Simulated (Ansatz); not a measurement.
`C[SiH](Cl)B[SiH3]` + CH₄ → `CB[SiH](C)Cl` + SiH₄ at 700 K and 1 bar (formal exchange of groups at a B–Si bond).

Gas-phase electronic energies from Ansatz, PBE0-D4/def2-TZVP geometries. CBS: MP2 limit from def2 TZ/QZ plus the TZ coupled-cluster correction, frozen cores. This one scheme is used for every species. One conformer a species, not always the lowest.

```
            species  CCSD(T)/CBS energy (Eh)  H − E (kJ/mol)  S (J/(mol·K))
`C[SiH](Cl)B[SiH3]`              -1105.61576           321.6          563.3
                CH₄                -40.46206           145.9          224.0
     `CB[SiH](C)Cl`               -854.62010           345.3          522.7
               SiH₄               -291.46306           115.5          252.9
```

H − E and S are ideal-gas, rigid-rotor, harmonic terms from PBE0-D4/def2-TZVP, for one conformer and one mirror image of each species. 1 Eh = 2625.50 kJ/mol, R = 8.31446 J/(mol·K).

Problem. By hand: ΔE, ΔH, ΔS and ΔG.

Solution. ΔE = (-854.62010) + (-291.46306) − (-1105.61576) − (-40.46206) = -0.00534 Eh = -14.0 kJ/mol. Δ(H − E) = 345.3 + 115.5 − 321.6 − 145.9 = -6.7, so ΔH = -20.7 kJ/mol. ΔS = 522.7 + 252.9 − 563.3 − 224.0 = -11.7 J/(mol·K). ΔG = -20.7 − 700 × (-11.7)/1000 = -12.5 kJ/mol.

Problem. By hand: the equilibrium constant, and the temperature at which ΔG would vanish if ΔH and ΔS stayed fixed.

Solution. log₁₀ K = −ΔG/(RT ln 10) = 0.9. ΔG = 0 at ΔH/ΔS = 1769 K, though so small a ΔS makes that figure unsure.

TΔS isn't small against ΔH here. A doubt of 5 kJ/mol in ΔE shifts log₁₀ K by 0.4 here. Other conformers and mirror images would add mixing entropy, several J/(mol·K) or more a flexible species. Modes under 60 cm⁻¹, often nearly free rotors, make the harmonic entropy too high. These are equilibria of isolated gas molecules and say nothing of rates. Largest T1 diagnostic: 0.012 (customary marks: 0.02 for closed shells, 0.045 for open ones).
